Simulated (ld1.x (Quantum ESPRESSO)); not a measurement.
**Before and after: TM semilocal potential for I**

I (Z = 53), norm-conserving Troullier–Martins (semilocal form), made with ld1.x (Quantum ESPRESSO) 7.5 (PBE, scalar-relativistic). Core [Kr] 4d10, reference 5s2 5p5. Waves: 5p (bound): rc 1.80 bohr; 5s (bound): rc 1.40 bohr. Local part: the s channel. Core correction: none.

All-electron outer shells of the reference configuration (PBE, scalar-relativistic, ld1.x):

```tsv
shell	level (eV)	outermost node (bohr)	outermost maximum (bohr)
4p	-127.57	0.37	0.72
4d	-50.28	0.35	0.78
5s	-17.41	0.88	1.70
5p	-7.09	0.96	2.02
```

Change: core correction a·sin(br)/r model core inside 0.52 bohr.

Cutoffs: the cutoffs (Ry, on a coarse ladder) from which the occupation-weighted sum of valence levels, in a spherical-Bessel basis at the reference potential, stays within 10 and 1 mRy of its value at 400 Ry; they do not see the model core or the augmentation charge, which bear on the density cutoff. Errors are all-electron minus pseudo energies relative to the spin-unpolarised reference configuration.

How do hardness, ghosts and transferability respond?

The potential gets neither clearly harder nor softer (70 Ry and 140 Ry → 70 Ry and 140 Ry); of the 7 tests that both files solve, the error grows in 3 and shrinks in 2 by more than 15 % and 0.3 meV (median size 9.8 → 8.0 meV); neither file shows a bound ghost. A semilocal file is local in each channel, so a ghost entry of none says nothing of the separable form that plane-wave codes build from it. A model core, the more so a compact one, raises the density cutoff, which this test does not measure.

```csv
quantity,base,changed
"cutoff, loose",70 Ry,70 Ry
"cutoff, tight",140 Ry,140 Ry
bound ghosts,none,none
"error for 5s2 5p4, meV [ΔE 11.13 eV]",-3.1,-2.2
"error for 5s2 5p3, meV [ΔE 30.98 eV]",-9.8,-8.0
"error for 5s2 5p2, meV [ΔE 60.31 eV]",-19,-30
"error for 5s2 5p5.3, meV [ΔE -1.78 eV]",+0.5,+0.5
"error for 5s1 5p6, meV [ΔE 10.41 eV]",+11,-14
"error for 5s2 5p1, meV [ΔE 99.73 eV]",-12,-96
"error for 5s2 5p4.5, meV [ΔE 4.53 eV]",-1.2,-1.0
s: phases at 1.96 bohr within 0.05 rad from the reference energy up to (Ry; the scan ends near 5),1.4,1.4
p: phases at 1.96 bohr within 0.05 rad from the reference energy up to (Ry; the scan ends near 5),4.4,4.4
```
